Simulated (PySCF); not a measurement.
S4, SMILES S=S(=S)=S. Geometry optimised at ωB97X-D3(BJ)/def2-SVP.

All values below come from ωB97X-D3(BJ)/def2-SVP (PySCF 2.14.0).

Harmonic wavenumbers (cm⁻¹): 248, 248, 275, 516, 770, 771. Rotational constants (GHz): 2.910, 2.910, 1.455; symmetry number 6.

Problem. Work out the zero-point energy and the ideal-gas rigid-rotor harmonic-oscillator thermochemistry at 298.15 K and 1 atm.

Solution. ZPE = ½ Σ hcν = ½ × 2829 cm⁻¹ = 16.92 kJ/mol. H − E(el) = 31.61 kJ/mol. Entropy in J/(mol K): translation 169.28, rotation 100.82, vibration 25.67, total 295.77. G − E(el) = -56.58 kJ/mol. Cp = 66.17 J/(mol K).
